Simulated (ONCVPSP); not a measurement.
# PBEsol ONCV dataset for Se (Z = 34), scalar-relativistic all-electron reference.

- Element: selenium
- Generator: ONCVPSP 4.0.1
- Type: optimised norm-conserving Vanderbilt (ONCV)
- Functional: PBEsol
- Relativity: scalar-relativistic
- Frozen core: [Ne]
- Valence charge: 24
- Reference configuration: 3s2 3p6 3d10 4s2 4p4
- Partial waves: 3s+4s: rc 0.90 bohr, ncon 3, nbas 7, qcut 14.3 1/bohr, 2 projectors; 3p+4p: rc 1.00 bohr, ncon 4, nbas 9, qcut 11.6 1/bohr, 2 projectors; 3d: rc 0.60 bohr, ncon 4, nbas 7, qcut 14.7 1/bohr, 2 projectors, debl 1.9 Ha; f scattering state at 0.17 Ha: rc 0.80 bohr, ncon 4, nbas 8, qcut 14 1/bohr, 2 projectors, debl 0.9 Ha
- Local potential: polynomial inside 0.45 bohr (lpopt 4, dvloc0 0 Ha)
- Core correction: none

In the d channel the program set the typed energies aside and used -1.952, 0.250 Ha.

What the tests gave:

* Cutoffs needed: 503 Ha and 686 Ha (the cutoffs (Ha) at which the residual kinetic energy of the hardest occupied pseudo-wave falls to 1 and 0.1 mHa per electron)
* Ghost test: ghosts flagged at negative energy: p at -189.7 eV; GHOST(+) flags only above 600 eV; a true bound ghost makes a file unfit for plane-wave use
* Largest excitation error: -280 meV (all-electron minus pseudo) for 3s1 3p6 3d10 4s2 4p4, out of 4 test configurations

Note: ghosts flagged at negative energy: p at -189.7 eV; GHOST(+) flags only above 600 eV. A true bound ghost makes a file unfit for plane-wave use. The potential misses its own reference levels by up to 0.4 eV.

Generation and tests took about 4.6 s on one core of a shared server CPU.
